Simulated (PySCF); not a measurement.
PySCF job for C3H2F3, SMILES C=C(F)[C](F)F, multiplicity 2, B3LYP-D3(BJ)/def2-SVP. The structure is a stationary point at B3LYP-D3(BJ)/def2-SVP. The isomer is the one that the SMILES or the coordinates give; other isomers of the formula were not compared. Other conformers were not sampled.

```python
import numpy as np
from pyscf import gto, scf, dft, df
from pyscf.hessian import thermo

mol = gto.M(
    atom='''
    C    -1.08153029   -1.57326928    0.00000000
    C     0.00531984   -0.72932983    0.00000000
    F     1.24823792   -1.23946949    0.00000000
    C    -0.04443524    0.65999449    0.00000000
    F    -1.18057326    1.32497988    0.00000000
    F     1.01458470    1.43414846    0.00000000
    H    -2.09299133   -1.16997204    0.00000000
    H    -0.92337873   -2.65132996    0.00000000
    ''',
    basis='def2-SVP',
    charge=0,
    spin=1,
    max_memory=1600,
    verbose=3,
)
mf = dft.UKS(mol, xc='b3lyp').density_fit(auxbasis='def2-universal-jkfit')
mf.disp = 'd3bj'
mf.grids.level = 3
mf.conv_tol = 1e-11
mf.max_cycle = 100
mf.kernel()
fine, coarse = mf.grids, dft.Grids(mol).set(level=1).build(with_non0tab=True)
for _ in range(3):  # follow internal instabilities
    mf.grids = coarse
    mo, _, stable, _ = mf.stability(return_status=True, nroots=4)
    mf.grids = fine
    if stable:
        break
    mf.kernel(mf.make_rdm1(mo, mf.mo_occ))

# [left out here: the lines that compute and print the analytic Hessian (its translational invariance restored by hand, since the grid's response is missing), thermochemistry and intensities]
```

Log of the run:

```

WARN: HOMO -0.154363957670248 >= LUMO -0.154363957670249

converged SCF energy = -414.655539784767  <S^2> = 0.77698002  2S+1 = 2.0268005
<class 'pyscf.df.df_jk.DFUKS'> wavefunction is stable in the internal stability analysis

WARN: DFTD3 does not support analytical Hessian, using finite difference


WARN: Mole.unit (angstrom) is changed to Bohr

Mode                                 0                   1                   2
Irrep
Freq [cm^-1]                      135.1627            219.3844            224.5524
Reduced mass [au]                   7.6724              7.0765             10.4237
Force const [Dyne/A]                0.0826              0.2007              0.3097
Char temp [K]                     194.4690            315.6454            323.0809
Normal mode                   x     y     z       x     y     z       x     y     z
       0   C                 0.00 -0.00 -0.13   -0.03  0.11 -0.00   -0.00  0.00  0.01
       1   C                -0.00  0.00  0.00    0.05  0.01  0.00    0.00  0.00 -0.04
       2   F                -0.00  0.00  0.10    0.00 -0.11  0.00    0.00 -0.00  0.05
       3   C                -0.00  0.00  0.06    0.05  0.01  0.00    0.00  0.00 -0.25
       4   F                 0.00  0.00  0.10   -0.01 -0.10  0.00   -0.00 -0.00  0.09
       5   F                 0.00 -0.00 -0.13   -0.03  0.11 -0.00   -0.00  0.00  0.03
       6   H                 0.00 -0.00 -0.25    0.01  0.23 -0.00    0.00  0.00 -0.07
       7   H                 0.00 -0.00 -0.10   -0.16  0.10 -0.00   -0.00  0.00  0.13
Mode                                 3                   4                   5
Irrep
Freq [cm^-1]                      375.8544            482.0162            511.7986
Reduced mass [au]                   4.6393              1.8002              5.9207
Force const [Dyne/A]                0.3861              0.2464              0.9137
Char temp [K]                     540.7708            693.5141            736.3642
Normal mode                   x     y     z       x     y     z       x     y     z
       0   C                 0.07 -0.10  0.00    0.00  0.00 -0.03    0.00 -0.03  0.00
       1   C                -0.01  0.00  0.00    0.00  0.00  0.18   -0.06  0.06 -0.00
       2   F                -0.05 -0.11 -0.00   -0.00 -0.00 -0.02   -0.10  0.05  0.00
       3   C                 0.01  0.03 -0.00    0.00  0.00 -0.07    0.06  0.05  0.00
       4   F                 0.03  0.08 -0.00   -0.00 -0.00 -0.00   -0.02 -0.11  0.00
       5   F                -0.03  0.10  0.00    0.00 -0.00 -0.01    0.11  0.03  0.00
       6   H                -0.01 -0.29  0.00    0.00 -0.00  0.23   -0.08 -0.24 -0.00
       7   H                 0.27 -0.07  0.00    0.00  0.00 -0.68    0.24  0.00  0.00
Mode                                 6                   7                   8
Irrep
Freq [cm^-1]                      560.5112            585.0874            705.1437
Reduced mass [au]                   9.6306              1.6992              1.4236
Force const [Dyne/A]                1.7827              0.3427              0.4171
Char temp [K]                     806.4509            841.8105           1014.5448
Normal mode                   x     y     z       x     y     z       x     y     z
       0   C                -0.10 -0.07  0.00    0.00  0.00  0.02   -0.00  0.00 -0.15
       1   C                -0.06 -0.07 -0.00    0.00  0.00 -0.17   -0.00 -0.00  0.07
       2   F                 0.00  0.08  0.00   -0.00 -0.00  0.06   -0.00  0.00 -0.00
       3   C                 0.05 -0.06  0.00   -0.00  0.00  0.02    0.00 -0.00 -0.01
       4   F                 0.12 -0.03  0.00   -0.00  0.00  0.01    0.00 -0.00 -0.00
       5   F                -0.05  0.08 -0.00    0.00 -0.00 -0.00   -0.00  0.00 -0.00
       6   H                -0.08 -0.01  0.00    0.00 -0.00  0.63    0.00  0.00  0.63
       7   H                -0.17 -0.08 -0.00    0.00  0.00 -0.39   -0.00 -0.00  0.53
Mode                                 9                  10                  11
Irrep
Freq [cm^-1]                      787.2738            936.3750           1191.8317
Reduced mass [au]                   5.9275              1.9798              4.1285
Force const [Dyne/A]                2.1646              1.0228              3.4552
Char temp [K]                    1132.7117           1347.2351           1714.7804
Normal mode                   x     y     z       x     y     z       x     y     z
       0   C                -0.07 -0.10 -0.00    0.13 -0.05  0.00   -0.01 -0.09  0.00
       1   C                -0.02 -0.08  0.00    0.03 -0.04 -0.00   -0.04  0.17 -0.00
       2   F                 0.06 -0.01 -0.00   -0.11  0.03 -0.00    0.05 -0.04  0.00
       3   C                 0.00  0.04 -0.00   -0.00 -0.01  0.00   -0.01  0.11 -0.00
       4   F                -0.10  0.04  0.00    0.00 -0.00 -0.00    0.05 -0.04  0.00
       5   F                 0.11  0.06 -0.00    0.01  0.01  0.00   -0.04 -0.04  0.00
       6   H                -0.01  0.07  0.00    0.34  0.46 -0.00    0.03  0.04 -0.00
       7   H                -0.30 -0.13  0.00   -0.36 -0.11 -0.00   -0.39 -0.15 -0.00
Mode                                12                  13                  14
Irrep
Freq [cm^-1]                     1353.0242           1384.7132           1499.2060
Reduced mass [au]                   1.8933              7.8859              2.8333
Force const [Dyne/A]                2.0421              8.9088              3.7520
Char temp [K]                    1946.7006           1992.2940           2157.0236
Normal mode                   x     y     z       x     y     z       x     y     z
       0   C                -0.02 -0.00  0.00   -0.02 -0.03  0.00    0.12  0.10  0.00
       1   C                 0.17  0.03 -0.00   -0.03  0.01 -0.00   -0.14 -0.09  0.00
       2   F                -0.05  0.02 -0.00    0.00  0.01 -0.00    0.02 -0.01 -0.00
       3   C                 0.05 -0.03  0.00    0.24  0.01 -0.00    0.04  0.06 -0.00
       4   F                -0.03  0.02 -0.00   -0.07  0.04 -0.00    0.00 -0.01 -0.00
       5   F                -0.01 -0.01  0.00   -0.07 -0.04  0.00   -0.02 -0.01  0.00
       6   H                -0.23 -0.49 -0.00    0.07  0.18 -0.00   -0.06 -0.39 -0.00
       7   H                -0.43 -0.07 -0.00    0.13 -0.01 -0.00   -0.37  0.04 -0.00
Mode                                15                  16                  17
Irrep
Freq [cm^-1]                     1584.2499           3183.3777           3299.8837
Reduced mass [au]                   9.3723              1.0550              1.1210
Force const [Dyne/A]               13.8594              6.2993              7.1920
Char temp [K]                    2279.3829           4580.1717           4747.7979
Normal mode                   x     y     z       x     y     z       x     y     z
       0   C                 0.05  0.01  0.00   -0.05 -0.04 -0.00    0.06 -0.07  0.00
       1   C                -0.09  0.13 -0.00    0.00  0.00  0.00    0.00 -0.00 -0.00
       2   F                 0.03 -0.01  0.00    0.00  0.00  0.00   -0.00  0.00 -0.00
       3   C                 0.01 -0.21  0.00   -0.00  0.00  0.00    0.00  0.00 -0.00
       4   F                -0.03  0.03 -0.00    0.00  0.00  0.00   -0.00 -0.00 -0.00
       5   F                 0.03  0.04  0.00    0.00 -0.00 -0.00   -0.00  0.00  0.00
       6   H                 0.03 -0.04 -0.00    0.63 -0.25  0.00   -0.63  0.25 -0.00
       7   H                -0.16 -0.01 -0.00   -0.10  0.69  0.00   -0.09  0.65  0.00
temperature 298.1500 [K]
pressure 101325.00 [Pa]
Rotational constants [GHz] 5.37513 3.32645 2.05481
Symmetry number 1
Zero-point energy (ZPE) 0.04333 [Eh]   113761.551 [J/mol]
                           tot       elec      trans        rot        vib
Entropy [J/mol/K]       328.047      5.763    165.546    111.180     45.558
Cv [J/mol/K]             84.646      0.000     12.472     12.472     59.703
Cp [J/mol/K]             92.961      0.000     20.786     12.472     59.703
Internal energy [J/mol]                      3718.434   3718.434 122017.237
Internal energy [Eh]   -414.60623  -414.65554
Enthalpy [J/mol]                             6197.391   3718.434 122017.237
Enthalpy [Eh]          -414.60529
Gibbs free energy [J/mol]                  -43160.198 -29429.897 108434.135
Gibbs free energy [Eh] -414.64254
mode   freq/cm-1   IR/(km/mol)
   1      135.16         0.478
   2      219.38         2.263
   3      224.55         0.244
   4      375.85         0.717
   5      482.02         1.199
   6      511.80         2.217
   7      560.51         3.698
   8      585.09         0.262
   9      705.14        55.589
  10      787.27        23.360
  11      936.37        20.255
  12     1191.83       136.684
  13     1353.02        78.602
  14     1384.71       194.508
  15     1499.21        14.104
  16     1584.25       179.908
  17     3183.38         2.091
  18     3299.88         0.328
max |gradient| / (hartree/bohr): 0.00015721074311941542
APT charges: [-0.1897  0.4522 -0.4414  0.971  -0.4371 -0.5159  0.0739  0.087 ]
```

Self-consistency was reached.
